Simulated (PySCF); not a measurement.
**Unknown compound**

The spectra below were simulated for a compound C4H8N2O2Si.

¹H NMR (400 MHz, computed): δ 7.49 (m, 1H), 7.43 (m, 1H), 6.85 (m, 1H), 5.15 (s, 1H), 3.99 (s, 3H), 2.41 (br s, 1H).

¹³C{¹H} NMR (computed): δ 140.0 (CH), 137.4 (CH), 121.0 (CH), 52.6 (CH3).

[PySCF 2.14.0 with density-fitted response routines: structure optimised with GFN2-xTB; shieldings: GIAO PBE0/pcSseg-1; in vacuum; one conformer; non-relativistic; equivalent nuclei averaged]

Referencing at the same level of theory: ¹H, ¹³C vs TMS.

Deduce the structure.

Answers


- The formula gives 3 degrees of unsaturation (1 ring in the answer).
- 4 carbon signals for 4 carbons: no two carbons are equivalent.
- Carbon types of the structure: 3 × CH, 1 × CH3, leaving 2 H on heteroatoms.
- δC 140.0: aromatic CH between two ring heteroatoms.
- δC 137.4, 121.0: aromatic CH next to a ring nitrogen.
- δC 52.6: methyl carbon bonded to O; the inductive effect lowers its shielding.
- δH 7.49: hydrogen on an aromatic CH between two ring heteroatoms; it sits in the deshielding region of the aromatic ring current.
- δH 7.43, 6.85: hydrogen on an aromatic CH next to a ring nitrogen; ring-current deshielding.
- δH 3.99: hydrogen on a methyl carbon bonded to O; its carbon carries O, hence the downfield position.
- δH 2.41: hydrogen on an oxygen bonded to Si; exchangeable; this is the value without hydrogen bonding to other molecules.

Structure: SMILES CO[Si@H](O)N1C=CN=C1.

This is the structure that produced the data.

Exchangeable OH/NH protons stand at their gas-phase positions; hydrogen bonding in a real sample shifts them, mostly to higher δ. Shifts are as computed. Against solution values, carbons near 30 ppm lie about +3 ppm off and those near 130 ppm about +5 ppm. Of 1211 compounds with measured shifts, 218 miss one by over three times the rms of a fit or turn the order of signals round; such compounds aren't used in these exercises. No couplings were computed; multiplicities are counted from neighbouring protons, with m where these are inequivalent, close in shift, in a saturated or five-membered ring or joined by F or P, and br s for small geminal =CH2 splittings.
